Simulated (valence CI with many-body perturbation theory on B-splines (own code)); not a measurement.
The numbers below are computed, except where a source is named.
Tb LIII: what each term of the Hamiltonian does

Level of theory: valence CI with perturbative core correlation (CI+MBPT): three valence electrons over a frozen Dirac-Fock core [Ne], radial functions for each j: 11 s, 11 p, 9 d, 7 f, 5 g, 2 h, 1 i, with the one-electron correlation potential Σ1 (screened to all orders), the two-electron term Σ2, the three-electron term Σ3, Breit, model QED; selected single and double excitations, second order for the rest (own B-spline code, finite nucleus).

No measured spectrum was set against this ion. As an estimate, large intervals hold to a few tenths of a per cent, small ones and those within an open d or f shell to about a per cent.

Each rung adds one term. CI alone is the Dirac-Coulomb CI over the frozen core; QED comes last and gives the full result, which names the levels. Energies are above (3s^2 3p1/2) J=1/2 on the same rung, in eV.

Levels are named by their leading jj configuration (3d3/2^4 stands for four electrons in 3d with j = 3/2), which in mixed levels can hold well under half, so a name can repeat and another be missing. Letters in brackets count levels of one name in rising energy.

| Level | CI alone |
| --- | --- |
| (3s 3p1/2^2) J=1/2 | 136.57 |
| (3s^2 3p3/2) J=3/2 | 198.87 |
| (3s 3p1/2 3p3/2) J=3/2 [a] | 310.61 |
| (3s 3p1/2 3p3/2) J=5/2 | 326.21 |
| (3s 3p1/2 3p3/2) J=3/2 [b] | 345.07 |
| (3s 3p1/2 3p3/2) J=1/2 | 353.64 |
| (3s^2 3d3/2) J=3/2 | 398.37 |
| (3s^2 3d5/2) J=5/2 | 436.71 |
| (3p1/2^2 3p3/2) J=3/2 | 480.89 |
| (3s 3p1/2 3d3/2) J=3/2 [a] | 495.10 |
| (3s 3p1/2 3d3/2) J=5/2 | 506.51 |
| (3s 3p3/2^2) J=5/2 | 522.17 |
| (3s 3p1/2 3d3/2) J=1/2 | 528.51 |
| (3s 3p1/2 3d3/2) J=3/2 [b] | 532.59 |
| (3s 3p1/2 3d5/2) J=5/2 [a] | 552.83 |
| (3s 3p3/2^2) J=1/2 | 552.51 |

Question: What do these energies become with core correlation, Breit and QED?

Answer: (3s 3p1/2^2) J=1/2 135.99 (-0.584); (3s^2 3p3/2) J=3/2 196.78 (-2.087); (3s 3p1/2 3p3/2) J=3/2 [a] 308.20 (-2.413); (3s 3p1/2 3p3/2) J=5/2 323.16 (-3.053); (3s 3p1/2 3p3/2) J=3/2 [b] 342.00 (-3.068); (3s 3p1/2 3p3/2) J=1/2 350.53 (-3.115); (3s^2 3d3/2) J=3/2 394.19 (-4.176); (3s^2 3d5/2) J=5/2 431.57 (-5.141); (3p1/2^2 3p3/2) J=3/2 477.19 (-3.698); (3s 3p1/2 3d3/2) J=3/2 [a] 490.90 (-4.202); (3s 3p1/2 3d3/2) J=5/2 501.83 (-4.672); (3s 3p3/2^2) J=5/2 517.19 (-4.972); (3s 3p1/2 3d3/2) J=1/2 523.96 (-4.549); (3s 3p1/2 3d3/2) J=3/2 [b] 527.81 (-4.785); (3s 3p1/2 3d5/2) J=5/2 [a] 547.31 (-5.526); (3s 3p3/2^2) J=1/2 547.70 (-4.814).

Question: How does the ionisation energy move along the ladder, and which term matters most?

Answer: CI alone 4884.0, + Σ1 4885.1, + Σ2 4885.0, + Σ3 4884.9, + Breit 4878.8, + QED 4878.8 eV. The largest step is Breit, -6.1 eV. NIST lists 4877 ± 4 eV (theoretical).
